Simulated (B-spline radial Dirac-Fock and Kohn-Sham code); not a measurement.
## Cu¹⁵⁺: eigenvalues, ΔSCF and the reference

System: Cu¹⁵⁺, [Ne] 3s2 3p2.

The density-functional columns are spherical, spin-unpolarised Dirac-Kohn-Sham results without Breit or QED terms: −ε is minus the orbital energy of the initial state and ΔSCF the difference of two total energies. The reference in the last column comes from Dirac-Fock (average of configuration) total-energy differences with a finite nucleus, the Breit interaction including its frequency dependence, and self-energy and vacuum-polarisation corrections. All numbers are from a radial finite-basis atomic code, in eV; a selection of levels is shown. The Kohn-Sham columns are given as differences from the reference. For the 1s level of heavy atoms much of the gap between ΔSCF and the reference is the Breit and QED part, -16.3 eV here; for other levels the error of the functional can be larger.

```
     level  LDA −ε − DF  LDA ΔSCF − DF  Dirac-Fock
    K (1s)       -181.8          +15.2      9541.5
   L1 (2s)        -69.8          -23.8      1644.0
L2 (2p1/2)        -50.6           +2.4      1498.2
L3 (2p3/2)        -51.1           +1.3      1477.8
   M1 (3s)        -16.8           +1.8       556.4
 M2,3 (3p)        -17.3           +1.6       513.4
```

Values without a named source are computed, but for edge energies of neutral atoms, which are taken from tables.
